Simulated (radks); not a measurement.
Values are calculated unless marked as measured or tabulated.
How relativity changes the ionisation of the holmium ion Ho10+ ([Kr] 4d10 4f9 5s2) to Ho11+ ([Kr] 4d10 4f8 5s2). Spin-unpolarised spherical Kohn-Sham, PBE, point nucleus unless stated (finite: rms radius 5.2022 fm), a radial shooting solver on a logarithmic mesh with Libxc functionals. A level marked "c x" has the speed of light scaled by that factor and shares open shells by 2j + 1; other Dirac levels either fill j = l - 1/2 first or share by 2j + 1.

| level | E(Ho10+) (hartree) | E(Ho11+) (hartree) | IE (eV) | HOMO | <r> HOMO (bohr) |
|---|---|---|---|---|---|
| non-rel. | -12039.5668 | -12032.7115 | 186.54 | 4f | 0.6731 |
| scalar-rel. | -12586.9800 | -12580.2975 | 181.84 | 4f | 0.6877 |
| scalar-rel., finite nucleus | -12585.7931 | -12579.1104 | 181.84 | 4f | 0.6877 |
| Dirac, 2j+1 shares | -12599.0320 | -12592.3506 | 181.81 | 4f7/2 | 0.6905 |
| Dirac, low j first | -12599.1282 | -12592.4729 | 181.10 | 4f7/2 | 0.6911 |
| Dirac, 2j+1 shares, finite nucleus | -12597.8370 | -12591.1554 | 181.81 | 4f7/2 | 0.6905 |
| Dirac, c x 0.75 | -13158.3989 | -13151.8546 | 178.08 | 4f7/2 | 0.7056 |
| Dirac, c x 1.25 | -12381.0959 | -12374.3516 | 183.52 | 4f7/2 | 0.6840 |
| Dirac, c x 3 | -12095.2275 | -12088.3914 | 186.02 | 4f7/2 | 0.6749 |

NIST Atomic Spectra Database: 197 eV (theoretical). The relativistic part of the total energy of Ho10+ is -558.3 hartree (Dirac, 2j+1 shares, finite nucleus), 4.6 % of the non-relativistic value. Spin polarisation and multiplet splitting of open shells are left out at every level.

Beside tabulated values, note that relativity, absent from the non-relativistic runs, is large for the heavy elements, and spin-unpolarised runs miss the spin-polarisation part of the exchange energy of open shells.
